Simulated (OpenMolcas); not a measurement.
**Ionisation energies of scandium**

```yaml
Program: OpenMolcas 26.06
Basis: ANO-RCC [10s9p8d5f4g2h]
Scalar_Hamiltonian: DKH2, point nucleus
Spin-orbit_coupling: state interaction with AMFI integrals over the reference wave functions, term energies averaged over their components
```

Active shells in each charge state: the valence d shell, with orbitals averaged over the low states. Where CASPT2's correlated closed shells are named, they are those of the first ion.

A. CASSCF
B. SS-CASPT2, IPEA 0.25 Eh, imaginary shift 0.1 Eh (closed shells correlated: 3s 3p)
C. SS-CASPT2, IPEA 0 Eh, imaginary shift 0.1 Eh (closed shells correlated: 3s 3p)
D. SS-CASPT2, IPEA 0.25 Eh, imaginary shift 0.1 Eh (closed shells correlated: 2s 2p 3s 3p)
E. SS-CASPT2, IPEA 0.25 Eh, imaginary shift 0.1 Eh (closed shells correlated: none)

Energies in eV between the lowest computed levels, named as in B; reference values from the NIST Atomic Spectra Database with their kind.

```csv
From,To,A,B,C,D,E,Spin-orbit share in B,Reference
Sc2+ 3d 2D 3/2,Sc3+ 3p6 1S0,23.749,24.691,24.763,24.708,23.749,+0.016,24.757 (measured)
```

Error against the reference values, in %:

```json
{"From": "Sc2+", "Reference": "measured", "A": "-4.1", "B": "-0.3", "C": "0", "D": "-0.2", "E": "-4.1"}
```

Absolute error against the one measured value: A 1.01 eV, B 0.07 eV, C 0.01 eV, D 0.05 eV, E 1.01 eV. C lies closest.

The lowest level within the active space need not be the ion's true ground level.
